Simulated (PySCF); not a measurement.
SMILES [OH][Al]([OH])[Al]([OH])[OH] (H₄Al₂O₄), CAM-B3LYP/def2-SVP optimised geometry.

```
10

Al     2.14     0.00     0.00
O      2.97    -0.02     1.48
O      2.97     0.02    -1.49
Al    -0.37     0.00     0.00
O     -1.20    -1.49     0.00
O     -1.20     1.48     0.00
H      3.91    -0.02     1.67
H      3.91     0.02    -1.68
H     -2.14    -1.67     0.00
H     -2.14     1.67    -0.01
```

Density from CAM-B3LYP/def2-TZVP in PySCF at that geometry.

Minimum of the electron density along straight lines between bonded atoms, close to the bond critical point (lines longer than 1.1 times the sum of covalent radii, or with two minima, are not listed):

```json
[
 {"bond": "Al1–O2", "length / Å": "1.702", "ρ at the minimum / e bohr⁻³": "0.107", "∇²ρ there / e bohr⁻⁵": "0.77", "position (fraction from the first atom)": "0.43"},
 {"bond": "Al1–O3", "length / Å": "1.702", "ρ at the minimum / e bohr⁻³": "0.107", "∇²ρ there / e bohr⁻⁵": "0.77", "position (fraction from the first atom)": "0.43"},
 {"bond": "Al4–O5", "length / Å": "1.702", "ρ at the minimum / e bohr⁻³": "0.107", "∇²ρ there / e bohr⁻⁵": "0.77", "position (fraction from the first atom)": "0.43"},
 {"bond": "Al4–O6", "length / Å": "1.701", "ρ at the minimum / e bohr⁻³": "0.107", "∇²ρ there / e bohr⁻⁵": "0.77", "position (fraction from the first atom)": "0.43"},
 {"bond": "O2–H7", "length / Å": "0.959", "ρ at the minimum / e bohr⁻³": "0.355", "∇²ρ there / e bohr⁻⁵": "-2.41", "position (fraction from the first atom)": "0.81"},
 {"bond": "O3–H8", "length / Å": "0.959", "ρ at the minimum / e bohr⁻³": "0.355", "∇²ρ there / e bohr⁻⁵": "-2.41", "position (fraction from the first atom)": "0.81"},
 {"bond": "O5–H9", "length / Å": "0.959", "ρ at the minimum / e bohr⁻³": "0.355", "∇²ρ there / e bohr⁻⁵": "-2.41", "position (fraction from the first atom)": "0.81"},
 {"bond": "O6–H10", "length / Å": "0.959", "ρ at the minimum / e bohr⁻³": "0.355", "∇²ρ there / e bohr⁻⁵": "-2.41", "position (fraction from the first atom)": "0.81"}
]
```
